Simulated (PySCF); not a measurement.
C₄H₄ClF, SMILES F[C@H]1C=C(Cl)C1. Atoms are numbered in the order given.

```xyz
10

F     -2.3228    -0.2488     1.1555
C     -1.5623    -0.0996     0.0117
C     -0.5243     0.9973     0.0418
C      0.4632     0.1090    -0.1703
Cl     2.1499     0.2635    -0.4634
C     -0.3988    -1.1295    -0.1376
H     -2.2533    -0.0711    -0.8481
H     -0.5789     2.0813     0.1358
H     -0.2783    -1.7545     0.7595
H     -0.3991    -1.7580    -1.0424
```
Charge 0, spin multiplicity 1.

Geometry: TPSSh-D3(BJ)/def2-SVP. The structure was generated by enumeration; whether it is a known compound was not checked.

All values below come from PySCF with B3LYP/def2-TZVP.

ESP charges are fitted to the potential on shells at 1.4 to 2.0 van der Waals radii. Atomic charges (e):

```tsv
atom	Löwdin	ESP fit	IAO	Mulliken
F1	…	-0.27	-0.33	-0.24
C2	…	0.39	0.20	0.19
C3	-0.12	-0.31	-0.19	-0.16
C4	…	0.13	0.00	0.02
Cl5	0.41	-0.07	0.00	-0.08
C6	-0.18	-0.42	-0.27	-0.14
H7	…	0.03	0.14	0.08
H8	0.13	0.18	0.16	0.13
H9	0.14	0.18	0.16	0.11
H10	0.13	0.14	0.14	0.10
```

Problem. Fill in the missing entries. (Estimate from the structure and the level; the computed values follow.)

Solution. 
- F1, Löwdin: 0.10
- C2, Löwdin: -0.29
- C4, Löwdin: -0.46
- H7, Löwdin: 0.13

Computed Mayer and Wiberg (Löwdin basis) orders of the bonds:
```tsv
bond	Mayer	Wiberg
F1–C2	1.01	1.64
C2–C3	1.00	1.16
C3–C4	1.70	1.90
C4–Cl5	1.13	1.77
C2–C6	1.00	1.09
C4–C6	1.01	1.18
C2–H7	0.98	0.85
C3–H8	0.96	0.87
C6–H9	0.92	0.86
C6–H10	0.94	0.87
```
